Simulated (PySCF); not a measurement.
Species: C₇H₁₅ (doublet state).
Geometry (GFN2-xTB, Å), atoms numbered from 1 in this order:
```
atom  x, y, z in Å
C1     0.3744    1.3493    0.7507
C2     0.3347    0.3064   -0.2862
C3     1.3639   -0.7963    0.0016
C4     2.7879   -0.2749   -0.1502
C5    -1.0944   -0.3037   -0.4676
C6    -2.0478    0.7426   -1.0382
C7    -1.6485   -0.8672    0.8368
H8     0.1259    2.3673    0.5236
H9     0.5985    1.0962    1.7689
H10    0.5804    0.7591   -1.2562
H11    1.2259   -1.1667    1.0181
H12    1.2092   -1.6311   -0.6859
H13    2.9541    0.5653    0.5206
H14    2.9646    0.0627   -1.1695
H15    3.5091   -1.0550    0.0836
H16   -1.0048   -1.1204   -1.1934
H17   -2.1740    1.5646   -0.3379
H18   -1.6675    1.1420   -1.9761
H19   -3.0237    0.2997   -1.2267
H20   -2.6343   -1.2962    0.6687
H21   -1.7394   -0.0772    1.5784
H22   -1.0046   -1.6471    1.2345
```

The hyperfine couplings belong to this conformer and change with its torsions.

The species is `C(C)(C)[C@H](CC)[CH2]` [radical].

Level of theory: PySCF, UKS B3LYP, pcH-1 on C H, non-relativistic, mean-field spin-orbit, GIAO. Geometry: GFN2-xTB, one conformer, isolated molecule. Couplings are sensitive to structure, and on GFN2-xTB geometries they can be far from those on DFT ones. Stability of the SCF solution: not tested.

Task: Give the principal g shifts and their parts.

Result: 
```tsv
Δg (ppm)	1	2	3
relativistic mass correction	-142	-142	-142
gauge correction	6	38	22
orbital Zeeman/spin–orbit	13	575	856
total	-122	472	736
```

So g = 2.00220, 2.00279, 2.00306 and g_iso = 2.00268; the tensor is rhombic: the two nearest values differ by 31 % of g3 − g1. Axes: g2 points within 6° of the C1–C2 bond.

Task: How much does each term add to the isotropic shift?

Result: The orbital-Zeeman/spin–orbit term 482, the mass correction -142 and the gauge correction 22 ppm, for a total of 362 ppm. The orbital-Zeeman/spin–orbit term is the largest in size. The mass correction is the same along every axis, so the anisotropy comes from the other two: their spans along these axes are 32 (gauge) and 843 ppm (orbital Zeeman/spin–orbit).

Task: What effective moment and Curie constant follow for a powder?

Result: With the mean of g² = 4.0107 and S(S+1) = 0.75: μ_eff = √(⟨g²⟩S(S+1)) = 1.734 μB and χT = 0.12505·⟨g²⟩·S(S+1) = 0.376 cm³ K/mol (cgs; spin-Hamiltonian part alone).

Task: In a frozen sample, at which fields do the three g values resonate at 9.5, 34, 94 and 263 GHz (hyperfine left aside), and which band first spreads them over more than twice a line width of 1.0 mT?

Result: 
```tsv
band	GHz	B(g3) mT	B(g2) mT	B(g1) mT	spread mT
X	9.5	338.86	338.90	339.00	0.15
Q	34.0	1212.76	1212.92	1213.28	0.52
W	94.0	3352.92	3353.36	3354.36	1.44
J	263.0	9381.05	9382.28	9385.07	4.02
```

The spread grows in proportion to the frequency. J band is the first where it exceeds 2.0 mT.

The Mulliken spin populations are largest on C1 (+1.07) and C2 (-0.09). No atom but C1 exceeds +0.15. The positive populations add up to 1.18 and the negative ones to -0.18, together 2S = 1. The angles at C1 add up to 359.9°, so it is planar; its axial dipolar tensor and the negative couplings of its protons fit spin in a p orbital normal to that plane.

The HOMO–LUMO gaps are 6.79 eV among the α and 6.79 eV among the β orbitals.
